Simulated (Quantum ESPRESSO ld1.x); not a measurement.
The run below uses ld1.x (Quantum ESPRESSO 7.5).

```
 &input
    atom='Tl',
    iswitch=1,
    rel=2,
    dft='PBE',
    config='[Kr] 4d10 4f14 5s1.5 5p6 5d10 5f0.5',
    rel_dist='energy',
    verbosity='high',
    lsmall=.true.,
    prefix='ld1',
    max_out_wfc=37,
    file_charge='ld1.rho',
 /
```

Command: `OMP_NUM_THREADS=1 ld1.x < ld1.in > ld1.out`

Output (excerpt):

```
     Program LD1 v.7.5 starts

     --------------------------- All-electron run ----------------------------

     dirac relativistic calculation

     atomic number is 81.00
     dft =PBE   lsd =0 sic =0 latt =0  beta=0.20 tr2=1.0E-14
     Exchange-correlation= PBE
                           (   1   4   3   4   0   0   0)
     mesh =2125 r(mesh) =  99.24096 a.u. xmin = -8.00 dx = 0.00800
     1 Ry =  13.60569312 eV, c = 137.03599908

     n l j   nl                  e(Ry)          e(Ha)          e(eV)
     Spin orbit split results
     1 0 0.5 1S 1( 2.00)   -6286.166009647   -3143.083004824 -85527.6456475
     2 0 0.5 2S 1( 2.00)   -1120.448472944    -560.224236472 -15244.4780830
     2 1 0.5 2P 1( 2.00)   -1075.441743571    -537.720871786 -14632.1303347
     2 1 1.5 2P 1( 4.00)    -923.587189452    -461.793594726 -12566.0438720
     3 0 0.5 3S 1( 2.00)    -269.430246221    -134.715123111  -3665.7852481
     3 1 0.5 3P 1( 2.00)    -249.178228583    -124.589114291  -3390.2425110
     3 1 1.5 3P 1( 4.00)    -215.417458679    -107.708729340  -2930.9038361
     4 0 0.5 4S 1( 2.00)     -62.194990717     -31.097495359   -846.2059575
     4 1 0.5 4P 1( 2.00)     -53.475663139     -26.737831569   -727.5734622
     4 1 1.5 4P 1( 4.00)     -45.266456855     -22.633228427   -615.8815207
     3 2 1.5 3D 1( 4.00)    -182.086467563     -91.043233782  -2477.4125995
     3 2 2.5 3D 1( 6.00)    -174.878596046     -87.439298023  -2379.3445116
     4 2 1.5 4D 1( 4.00)     -31.060113278     -15.530056639   -422.5943696
     4 2 2.5 4D 1( 6.00)     -29.528365672     -14.764182836   -401.7538818
     4 3 2.5 4F 1( 6.00)     -11.189044236      -5.594522118   -152.2347022
     4 3 3.5 4F 1( 8.00)     -10.850341220      -5.425170610   -147.6264129
     5 0 0.5 5S 1( 1.50)     -12.173805775      -6.086902888   -165.6330655
     5 1 0.5 5P 1( 2.00)      -9.236526456      -4.618263228   -125.6693445
     5 1 1.5 5P 1( 4.00)      -7.728107918      -3.864053959   -105.1462648
     5 2 1.5 5D 1( 4.00)      -3.677261050      -1.838630525    -50.0316854
     5 2 2.5 5D 1( 6.00)      -3.498923662      -1.749461831    -47.6052816
     5 3 2.5 5F 1( 0.50)      -0.838231791      -0.419115895    -11.4047245
     5 3 3.5 5F 1( 0.00)      -0.836289095      -0.418144547    -11.3782928
     Averaged results
     1 0     1S 1( 2.00)   -6286.166009647   -3143.083004824 -85527.6456475
     2 0     2S 1( 2.00)   -1120.448472944    -560.224236472 -15244.4780830
     2 1     2P 1( 6.00)    -974.205374158    -487.102687079 -13254.7393596
     3 0     3S 1( 2.00)    -269.430246221    -134.715123111  -3665.7852481
     3 1     3P 1( 6.00)    -226.671048647    -113.335524324  -3084.0167278
     4 0     4S 1( 2.00)     -62.194990717     -31.097495359   -846.2059575
     4 1     4P 1( 6.00)     -48.002858949     -24.001429475   -653.1121679
     3 2     3D 1(10.00)    -177.761744653     -88.880872326  -2418.5717468
     4 2     4D 1(10.00)     -30.141064715     -15.070532357   -410.0900769
     4 3     4F 1(14.00)     -10.995499656      -5.497749828   -149.6013940
     5 0     5S 1( 1.50)     -12.173805775      -6.086902888   -165.6330655
     5 1     5P 1( 6.00)      -8.230914097      -4.115457049   -111.9872913
     5 2     5D 1(10.00)      -3.570258617      -1.785129308    -48.5758431
     5 3     5F 1( 0.50)      -0.837121679      -0.418560839    -11.3896207

     final scf error:  4.1E-15 reached in  22 iterations

     Etot =  -40568.006667 Ry,  -20284.003333 Ha, -551955.849322 eV

     Ekin =   47027.581618 Ry,   23513.790809 Ha,  639842.843817 eV
     Encl = -102330.662945 Ry,  -51165.331473 Ha,-1392279.597103 eV
     Eh   =   15496.646498 Ry,    7748.323249 Ha,  210842.616691 eV
     Exc  =    -761.571839 Ry,    -380.785919 Ha,  -10361.712727 eV
```

Run on one thread of a shared host, so times are rough (Intel(R) Xeon(R) Processor @ 2.60GHz): 0.8 s of CPU time, 0.83 s wall, 22 iterations on 2125 mesh points.
